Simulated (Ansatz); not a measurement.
Process, species as SMILES: C=C(C)C(=O)[SiH3] + 7 [H][H] (H2) -> 4 C (CH4) + O (H2O) + [SiH4] (SiH4)
Geometries: B3LYP-D3(BJ)/def2-TZVP minima from Ansatz (an electronic-structure program), one conformer each, not searched for the lowest. Unstable Hartree-Fock reference: C=C(C)C(=O)[SiH3].
Geometry of the first species:
SMILES: [SiH3]C(C(=C)C)=O
```xyz
14

C     -2.1211     0.9251     0.3347
C     -1.1296     0.0477     0.1814
C     -1.3214    -1.4405     0.2425
C      0.2593     0.5711    -0.0635
O      0.4929     1.7625    -0.1450
Si     1.7624    -0.6414    -0.2607
H     -1.9205     1.9871     0.2806
H     -3.1400     0.6067     0.5153
H     -0.7215    -1.8879     1.0393
H     -2.3648    -1.6923     0.4272
H     -1.0200    -1.9200    -0.6925
H      1.9202    -1.4692     0.9597
H      1.5434    -1.5519    -1.4106
H      2.9636     0.1859    -0.4805
```

Property: energy of full hydrogenation (electronic energy difference), in kcal/mol. Valence correlation only, unless marked. Spin-orbit coupling is left out. Non-relativistic. CBS(X,Y): correlation extrapolated as X^-3; Hartree-Fock from the larger set.

```
level                                        program  energy of full hydrogenation (kcal/mol)
------------------------------------  --------------  ---------------------------------------
B3LYP-D3(BJ)/def2-TZVPD               Ansatz + dftd3                                   -140.6
PBE0/def2-QZVPP                               Ansatz                                   -155.9
LC-wPBE/def2-TZVPD                            Ansatz                                   -157.8
B2GP-PLYP-D3(BJ)/def2-TZVPD           Ansatz + dftd3                                   -142.4
B2GP-PLYP/def2-TZVPD                          Ansatz                                   -145.4
RI-MP2/cc-pV(Q+d)Z                            Ansatz                                   -143.5
CCSD/aug-cc-pV(T+d)Z                          Ansatz                                   -152.3
CCSD(T)/cc-pV(D+d)Z                           Ansatz                                   -140.4
CCSD(T)/cc-pV(Q+d)Z                           Ansatz                                   -144.7
CCSD(T)/CBS(cc-pV(T+d)Z,cc-pV(Q+d)Z)          Ansatz                                   -144.9
```
